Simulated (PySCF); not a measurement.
Compound: TeF6.
Bonds: Te1–F2, Te1–F3, Te1–F4, Te1–F5, Te1–F6, Te1–F7.

Computed by this run: PBE0-D3(BJ)/def2-SVP geometry optimisation, gas phase, def2 core potentials past Kr in PySCF 2.14.0; density fitting, grid level 1; the optimiser is geomeTRIC in internal coordinates, started from a GFN2-xTB structure with every atom displaced at random (about 0.03 Å).

Step 0: E = -23564.6061 eV
```
atom  x, y, z in Å  |  force x, y, z in eV/Å
Te1     0.0616   -0.0770    0.0128   -1.793   5.415  -1.880
F2     -0.0352   -0.0234    1.8746    0.276  -0.208   0.301
F3     -0.0421    0.0030   -1.9066    0.500  -0.284   1.184
F4      1.9808    0.0122    0.0079   -1.368  -0.273   0.032
F5     -1.8897   -0.0250   -0.0499    1.824  -0.284   0.243
F6     -0.0179    1.8949    0.0019    0.340  -2.182   0.088
F7      0.0344   -1.8868   -0.0092    0.222  -2.185   0.031
```

Problem. Estimate the geometry and energy of step 1. (The exact step hangs on the optimiser's Hessian estimate; all steps are aligned on step 0, rigid shifts and turns removed.)

Solution. E = -23564.9298 eV, largest force 1.767 eV/Å
```
atom  x, y, z in Å  |  force x, y, z in eV/Å
Te1     0.0212   -0.0167   -0.0060   -0.116  -1.687   0.514
F2     -0.0188   -0.0178    1.8720    0.075  -0.054  -0.107
F3     -0.0112    0.0223   -1.8609    0.183  -0.178  -0.685
F4      1.8648    0.0357   -0.0102    1.024  -0.173   0.048
F5     -1.8201   -0.0267   -0.0528   -1.170  -0.077   0.149
F6      0.0159    1.8167   -0.0068   -0.053   1.466   0.106
F7      0.0401   -1.9154   -0.0038    0.057   0.703  -0.026
```

The energy changes by -0.3236 eV. The first-order estimate −F·Δx gives -1.0245 eV and the mean of the old and new forces, exact on a quadratic surface, -0.2736 eV. The step makes an angle of 43° with the force vector and moves no atom by more than 0.120 Å.

What follows is the cost of the whole optimisation. Time: 42 s; peak memory 0.44 GiB. Hardware: an AMD EPYC 9R14 with one thread (shared host).
